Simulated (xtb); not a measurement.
xtb input (GFN2-xTB):

```bash
xtb mol.xyz --gfn 2 --ohess tight --chrg 0 --uhf 0
```
mol.xyz:
```
18

C     -1.21891348    -0.04199884     1.77757684
Si    -0.76693742    -0.09671084    -0.07001500
C     -1.20070478     1.54591514    -0.91831621
C     -1.58688713    -1.49774443    -0.91130628
O      0.89084408    -0.38286999    -0.17284587
Si     2.35737339     0.22240504     0.08726603
H     -0.67110898     0.81153769     2.22653106
H     -2.25151452     0.09341042     1.91444842
H     -0.96630381    -0.95828307     2.25120476
H     -0.68558258     2.34576935    -0.38622676
H     -0.89989960     1.46885034    -1.97994626
H     -2.24484747     1.72803500    -0.82411189
H     -1.31533857    -2.46957753    -0.43119005
H     -1.35271271    -1.59523192    -1.93470912
H     -2.69282944    -1.42593131    -0.86382154
H      2.55990430     0.40483081     1.57572741
H      3.36544677    -0.71090585    -0.39208234
H      2.50858915     1.58732087    -0.49826010
```

Output:

```
           -------------------------------------------------
          |                Calculation Setup                |
           -------------------------------------------------

           -------------------------------------------------
          |                 G F N 2 - x T B                 |
           -------------------------------------------------

        Reference                      10.1021/acs.jctc.8b01176
      * Hamiltonian:
        H0-scaling (s, p, d)           1.850000    2.230000    2.230000
        zeta-weighting                 0.500000
      * Dispersion:
        s8                             2.700000
        a1                             0.520000
        a2                             5.000000
        s9                             5.000000
      * Repulsion:
        kExp                           1.500000    1.000000
        rExp                           1.000000
      * Coulomb:
        alpha                          2.000000
        third order                    shell-resolved
        anisotropic                    true
        a3                             3.000000
        a5                             4.000000
        cn-shift                       1.200000
        cn-exp                         4.000000
        max-rad                        5.000000

          ...................................................
          :                      SETUP                      :
          :.................................................:
          :  # basis functions                  48          :
          :  # atomic orbitals                  46          :
          :  # shells                           26          :
          :  # electrons                        38          :
          :  max. iterations                   250          :
          :  Hamiltonian                  GFN2-xTB          :
          :  restarted?                      false          :
          :  GBSA solvation                  false          :
          :  PC potential                    false          :
          :  electronic temp.          300.0000000     K    :
          :  accuracy                    1.0000000          :
          :  -> integral cutoff          0.2500000E+02      :
          :  -> integral neglect         0.1000000E-07      :
          :  -> SCF convergence          0.1000000E-05 Eh   :
          :  -> wf. convergence          0.1000000E-03 e    :
          :  Broyden damping             0.4000000          :
          :  net charge                          0          :
          :  unpaired electrons                  0          :
          ...................................................

 iter      E             dE          RMSdq      gap      omega  full diag
   1    -20.2440797 -0.202441E+02  0.515E+00    6.28       0.0  T
   2    -20.3821559 -0.138076E+00  0.307E+00    5.60       1.0  T
   3    -20.3855348 -0.337886E-02  0.159E+00    5.80       1.0  T
   4    -20.3915926 -0.605788E-02  0.120E+00    5.84       1.0  T
   5    -20.3988186 -0.722598E-02  0.541E-01    5.87       1.0  T
   6    -20.3997566 -0.937983E-03  0.165E-01    5.91       1.0  T
[...]
eigval :      599.13   609.08   662.84   737.76   740.74   770.62
eigval :      775.02   783.15   791.80   793.38   814.11   856.11
eigval :      857.10   875.34  1079.22  1374.08  1374.15  1376.84
eigval :     1482.84  1485.82  1486.51  1488.24  1488.89  1492.57
eigval :     2233.44  2247.19  2271.04  3036.79  3038.51  3039.38
eigval :     3039.59  3043.26  3043.82  3048.00  3048.22  3051.30
 reduced masses (amu)
   1: 14.77   2: 19.72   3: 18.78   4: 16.21   5: 13.55   6: 16.85   7:  1.73   8: 14.27
   9: 14.79  10:  1.04  11:  1.24  12:  1.26  13:  9.79  14:  9.61  15: 12.51  16: 14.87
  17: 14.81  18: 18.81  19:  3.65  20:  3.79  21: 12.90  22: 11.50  23: 11.32  24:  2.47
  25:  2.61  26:  2.61  27:  3.17  28:  3.07  29:  4.09  30:  9.45  31:  9.62  32:  8.04
  33: 17.94  34:  3.14  35:  3.14  36:  3.07  37:  1.61  38:  1.59  39:  1.60  40:  1.60
  41:  1.60  42:  1.58  43:  2.15  44:  2.03  45:  1.34  46:  1.92  47:  1.83  48:  1.71
  49:  1.61  50:  1.94  51:  1.89  52:  1.46  53:  1.49  54:  1.75
 IR intensities (km·mol⁻¹)
   1:  0.01   2:  0.01   3:  0.00   4:  0.02   5:  0.03   6:  0.03   7:  0.06   8:  1.07
   9:  1.16  10:  0.00  11:  0.04  12:  0.08  13:  0.18  14:  0.03  15:  7.35  16: 19.70
  17: 19.44  18:  3.73  19: 66.16  20: 64.64  21: 12.35  22:  5.23  23:  6.97  24:172.26
  25:  0.01  26:150.01  27: 10.44  28: 25.99  29:623.66  30:262.48  31:274.54  32: 62.61
  33:764.78  34: 22.00  35: 22.50  36:  7.20  37:  0.00  38:  0.01  39:  0.09  40:  0.22
  41:  0.46  42:  1.01  43:409.10  44:357.85  45:128.08  46:  5.20  47: 28.31  48: 11.14
  49: 26.39  50: 38.72  51: 23.92  52: 14.23  53: 16.01  54: 96.45
 Raman intensities (Ä⁴*amu⁻¹)
   1:  0.00   2:  0.00   3:  0.00   4:  0.00   5:  0.00   6:  0.00   7:  0.00   8:  0.00
   9:  0.00  10:  0.00  11:  0.00  12:  0.00  13:  0.00  14:  0.00  15:  0.00  16:  0.00
  17:  0.00  18:  0.00  19:  0.00  20:  0.00  21:  0.00  22:  0.00  23:  0.00  24:  0.00
  25:  0.00  26:  0.00  27:  0.00  28:  0.00  29:  0.00  30:  0.00  31:  0.00  32:  0.00
  33:  0.00  34:  0.00  35:  0.00  36:  0.00  37:  0.00  38:  0.00  39:  0.00  40:  0.00
  41:  0.00  42:  0.00  43:  0.00  44:  0.00  45:  0.00  46:  0.00  47:  0.00  48:  0.00
  49:  0.00  50:  0.00  51:  0.00  52:  0.00  53:  0.00  54:  0.00
 output can be read by thermo (or use thermo option).
 writing <g98.out> molden fake output.
 recommended (thermochemical) frequency scaling factor: 1.0
           -------------------------------------------------
          |             Thermodynamic Functions             |
           -------------------------------------------------

c1  symmetry found (for desy threshold:  0.10E+00) used in thermo

          ...................................................
          :                      SETUP                      :
          :.................................................:
          :  # frequencies                          47      :
          :  # imaginary freq.                       1      :
          :  linear?                             false      :
          :  only rotor calc.                    false      :
          :  symmetry                               c1      :
          :  rotational number                       1      :
          :  scaling factor                  1.0000000      :
          :  rotor cutoff                   50.0000000 cm⁻¹ :
          :  imag. cutoff                  -20.0000000 cm⁻¹ :
          :.................................................:

    mode    ω/cm⁻¹     T·S(HO)/kcal·mol⁻¹    T·S(FR)/kcal·mol⁻¹   T·S(vib)
   ------------------------------------------------------------------------
       1     35.61    -1.63664 ( 20.47%)    -1.15664 ( 79.53%)    -1.25488
       2     37.74    -1.60233 ( 24.51%)    -1.13946 ( 75.49%)    -1.25290
       3     87.19    -1.10977 ( 90.24%)    -0.89165 (  9.76%)    -1.08849
       4    103.49    -1.00998 ( 94.83%)    -0.84090 (  5.17%)    -1.00124
       5    105.25    -1.00021 ( 95.15%)    -0.83591 (  4.85%)    -0.99225
       6    157.07    -0.77064 ( 98.98%)    -0.71735 (  1.02%)    -0.77010
       7    158.75    -0.76465 ( 99.03%)    -0.71421 (  0.97%)    -0.76416
       8    184.85    -0.67943 ( 99.47%)    -0.66912 (  0.53%)    -0.67938
       9    232.34    -0.55479 ( 99.79%)    -0.60140 (  0.21%)    -0.55489
      10    232.63    -0.55413 ( 99.79%)    -0.60103 (  0.21%)    -0.55423
   ------------------------------------------------------------------------

   temp. (K)  partition function   enthalpy   heat capacity  entropy
                                   cal/mol     cal/K/mol   cal/K/mol   J/K/mol
 298.15  VIB  0.152E+05             5285.625     29.795     34.283
         ROT  0.398E+06              888.752      2.981     28.606
         INT  0.606E+10             6174.378     32.776     62.889
         TR   0.128E+28             1481.254      4.968     40.251
         TOT                        7655.6316    37.7438   103.1395   431.5355

       T/K    H(0)-H(T)+PV         H(T)/Eh          T*S/Eh         G(T)/Eh
   ------------------------------------------------------------------------
    298.15    0.122000E-01    0.150673E+00    0.490049E-01    0.101668E+00
   ------------------------------------------------------------------------

         :::::::::::::::::::::::::::::::::::::::::::::::::::::
         ::                  THERMODYNAMIC                  ::
         :::::::::::::::::::::::::::::::::::::::::::::::::::::
         :: total free energy         -20.057664831761 Eh   ::
         ::.................................................::
         :: total energy              -20.159332552873 Eh   ::
         :: zero point energy           0.138472585277 Eh   ::
         :: G(RRHO) w/o ZPVE           -0.036804864165 Eh   ::
         :: G(RRHO) contrib.            0.101667721112 Eh   ::
         :::::::::::::::::::::::::::::::::::::::::::::::::::::
imag cut-off (cm-1) :    5.00
 found            1  significant imaginary frequency
 writing imag mode distorted coords to xtbhess.xyz
 for further optimization.

optimized geometry written to: xtbopt.xyz

           -------------------------------------------------
          | TOTAL ENERGY              -20.159332552873 Eh   |
          | TOTAL ENTHALPY            -20.008659942059 Eh   |
          | TOTAL FREE ENERGY         -20.057664831761 Eh   |
          | GRADIENT NORM               0.000306053695 Eh/α |
          | HOMO-LUMO GAP               5.672797286517 eV   |
           -------------------------------------------------

------------------------------------------------------------------------
------------------------------------------------------------------------
 total:
 SCF:
 ANC optimizer:
Note: The following floating-point exceptions are signalling: IEEE_UNDERFLOW_FLAG IEEE_DENORMAL
normal termination of xtb
 analytical hessian:
```
